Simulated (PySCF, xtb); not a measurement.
SiHFCl2, SMILES Cl[SiH](F)Cl.

Harmonic wavenumbers (cm⁻¹) from GFN2-xTB in xtb 6.7.1 at its own minimum, in rising order: 143, 183, 236, 485, 563, 625, 664, 820, 2410.

Task: What does PySCF with ωB97X-D3(BJ)/def2-SVP give at its own minimum? (The exact figures need the calculation; the answer reports its results.)

Result: 182, 242, 303, 551, 635, 832, 839, 946, 2371. Paired by order, the mean absolute difference is 95 cm⁻¹ and the zero-point energies are 8.8 and 9.9 kcal/mol.
